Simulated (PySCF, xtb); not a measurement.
C2H5FSi2, SMILES C#C[Si@@H](F)[SiH3].

The structure is a stationary point at B3LYP-D3(BJ)/def2-SVP. The structure was generated by enumeration; whether it is a known compound was not checked.

Calculation: IEF-PCM-M06-2X/def2-SVP (PySCF).

The values are the electrostatic part of the solvation free energy, E(continuum) − E(gas) at the gas-phase geometry, in a cavity of scaled van der Waals radii (PySCF's table); cavitation and dispersion terms are not included. In vacuum the orbital gap is 9.11 eV. The dipole moment in vacuum is 1.80 D.

Question: Estimate the values in water (ε = 78.36), chlorobenzene (ε = 5.70), 2-propanol (ε = 19.26). (Estimate from the structure and the level; the computed values follow.)

Answer: 
```
solvent            ε  ΔG(elec) (kcal/mol)  dipole (D)  gap (eV)
-------------  -----  -------------------  ----------  --------
water          78.36                 -3.5        2.20      9.10
chlorobenzene   5.70                 -2.6        2.10      9.11
2-propanol     19.26                 -3.3        2.17      9.10
```

For comparison, GFN2-xTB/ALPB(water) (xtb, at the GFN2-xTB geometry, all terms of that model) gives -1.0 kcal/mol.
